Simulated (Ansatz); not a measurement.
Relaxation of a periodic cell of 17 atoms, Na₁₆N (host Na, host structure bcc, interstitial N), to a largest force component of 0.08 eV/Å in at most 25 steps.

Level of theory: DFT PBEsol, scalar-relativistic, plane waves, PAW (Ansatz 0.2.0). Settings: accuracy low, cutoff 420 eV, k mesh 2x2x2, fermi-dirac smearing 0.15 eV, no spin polarisation.

```xyz
17
Lattice="8.4600 0.0000 0.0000 0.0000 8.4600 0.0000 0.0000 0.0000 8.4600" Properties=species:S:1:pos:R:3
Na 0.000 0.000 0.000
Na 4.230 0.000 0.000
Na 0.000 4.230 0.000
Na 0.000 0.000 4.230
Na 2.115 2.115 2.115
Na 4.230 4.230 0.000
Na 4.230 0.000 4.230
Na 6.345 2.115 2.115
Na 0.000 4.230 4.230
Na 2.115 6.345 2.115
Na 2.115 2.115 6.345
Na 4.230 4.230 4.230
Na 6.345 6.345 2.115
Na 6.345 2.115 6.345
Na 2.115 6.345 6.345
Na 6.345 6.345 6.345
N 1.051 2.130 -0.016
```

Where does it end, and by what steps?

The forces met the threshold. The threshold is loose, so the end isn't yet a minimum. The force dipped under the threshold on the way, but the program's further checks kept it going. Limits of this set-up: coarse k mesh, odd electron count without spin, low accuracy level. After 12 steps the energy has fallen by 0.905 eV; N17 moved furthest, 0.96 Å. Joined: Na8–N17, Na14–N17.

| step | energy less start (eV) | largest force component (eV/Å) | accepted |
| --- | --- | --- | --- |
| 0 | 0.0000 | 0.410 | yes |
| 1 | -0.1202 | 0.181 | yes |
| 2 | -0.2461 | 0.088 | yes |
| 3 | -0.3575 | 0.069 | yes |
| 4 | -0.4542 | 0.157 | yes |
| 5 | -0.5312 | 0.304 | yes |
| 6 | -0.6109 | 0.320 | yes |
| 7 | -0.7289 | 0.206 | yes |
| 8 | -0.8255 | 0.067 | yes |
| 9 | -0.8255 | 0.067 | yes |
| 10 | -0.8584 | 0.168 | yes |
| 11 | -0.9047 | 0.030 | yes |
| 12 | -0.9047 | 0.030 | yes |

```xyz
17
Lattice="8.4600 0.0000 0.0000 0.0000 8.4600 0.0000 0.0000 0.0000 8.4600" Properties=species:S:1:pos:R:3
Na 0.093 -0.211 -0.001
Na 4.258 -0.038 -0.001
Na 0.093 4.443 -0.001
Na 0.018 -0.080 4.229
Na 1.739 2.116 1.690
Na 4.257 4.270 -0.001
Na 4.313 0.301 4.229
Na 6.858 2.116 1.650
Na 0.019 4.312 4.229
Na 2.363 6.346 2.299
Na 1.739 2.116 6.768
Na 4.312 3.931 4.229
Na 6.217 6.346 2.249
Na 6.858 2.116 6.808
Na 2.363 6.346 6.159
Na 6.217 6.346 6.209
N 0.094 2.116 -0.001
```

The run took 74 s on 2 threads of Intel(R) Xeon(R) Platinum 8488C (Sapphire Rapids), with other jobs on the host, peak memory 1.1 GiB.
